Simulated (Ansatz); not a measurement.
C$_{2}$H$_{5}$NOSi, SMILES `[SiH3]C1=NCO1` at its PBE0-D4/def2-TZVP geometry, where that method's forces vanish. Charge 0, multiplicity 1.

```csv
atom,x (Å),y (Å),z (Å)
Si1,-1.410,1.149,-0.258
C2,0.012,-0.052,0.072
N3,0.279,-0.836,1.057
C4,1.456,-1.195,0.282
O5,1.063,-0.275,-0.780
H6,-1.428,2.169,0.816
H7,-1.172,1.780,-1.577
H8,-2.681,0.387,-0.264
H9,1.474,-2.226,-0.075
H10,2.408,-0.900,0.727
```

Task: For each bond, give half the difference of the two atoms' forces along it (eV/Å; positive pushes the atoms apart) under PBE-D4, r2SCAN-D4, B3LYP-D4, ωB97M-V in def2-TZVPP. (Estimate.)

Result: The calculation gave: 
| bond | length (Å) | PBE-D4 | r2SCAN-D4 | B3LYP-D4 | ωB97M-V |
| --- | --- | --- | --- | --- | --- |
| Si1–C2 | 1.890 | -0.48 | -0.26 | -0.20 | 0.02 |
| Si1–H6 | 1.482 | 0.09 | -0.01 | -0.06 | -0.13 |
| Si1–H7 | 1.481 | 0.08 | -0.02 | -0.07 | -0.11 |
| Si1–H8 | 1.482 | 0.09 | -0.01 | -0.06 | -0.13 |
| C2–N3 | 1.287 | 0.91 | 0.44 | 0.15 | -0.09 |
| C2–O5 | 1.372 | 0.65 | 0.42 | 0.39 | 0.21 |
| N3–C4 | 1.454 | 0.31 | 0.20 | 0.30 | 0.27 |
| C4–O5 | 1.459 | 0.58 | 0.45 | 0.44 | 0.23 |
| C4–H9 | 1.091 | 0.03 | -0.10 | -0.23 | -0.20 |
| C4–H10 | 1.091 | 0.03 | -0.10 | -0.23 | -0.20 |

B3LYP here is the variant with VWN-RPA as its local correlation; programs differ in this.

All numbers were calculated with Ansatz.
